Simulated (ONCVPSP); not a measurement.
## In (Z = 49), ONCV: configuration errors across variants

ONCVPSP 4.0.1 input, shortened (lines: element, Z, core and valence counts, functional; n l f; lmax; l rc ep ncon nbas qcut; lloc lpopt rc5 dvloc0; l nproj debl; icmod fcfact rcfact), BLYP, scalar-relativistic:

```
  In 49.00    9    2  -106131      upf
    1    0    2.00
    2    0    2.00
    2    1    6.00
    3    0    2.00
    3    1    6.00
    3    2   10.00
    4    0    2.00
    4    1    6.00
    4    2   10.00
    5    0    1.00
    5    1    2.00
    1
    0    2.15    0.00    4    7    2.50
    1    2.00    0.00    5    8    4.60
    4    5    1.75    0.00
    0    2    0.40
    1    2    2.00
    1    0.45    0.00
```

All-electron excitation energies from the reference (eV): (1) 5s2 5p1 -5.867; (2) 5s2 5p0 -0.511; (3) 5s1 5p0 18.812; (4) 5s1 5p1 6.073.

1 further variants failed, have other tests or another functional or relativity, and are left out.

A true bound ghost makes a file unfit for plane-wave use even where its test errors are small: the radial tests pick states by their node count and pass the ghost by.

Errors AE − PS in meV (a dash: test not solved or not reliable):

| change | (1) | (2) | (3) | (4) | bound ghosts | GHOST(+) flags above zero |
| --- | --- | --- | --- | --- | --- | --- |
| base | -11 | -0.3 | -80 | -12 | p | s |
| local potential polynomial inside 1.25 bohr (lpopt 5, dvloc0 0 Ha) | -11 | -0.5 | -82 | -10 | s, p | p |
| p: ncon 3, nbas 6 | -15 | -6.1 | -78 | -12 | none | s, p |
| s: rc 3.02 | -43 | -26 | -67 | -9.9 | p | s |
| s: qcut 2.9 | -10 | +1.4 | -81 | -12 | p | s |
| s: nproj 3 | -12 | -0.4 | -81 | -12 | s, p | s |

**Question.** Give the same row for: p: rc 2.94.

**Answer.** -16, -7.7, -73, -11; bound ghosts: none; GHOST(+) flags above zero: s, p.
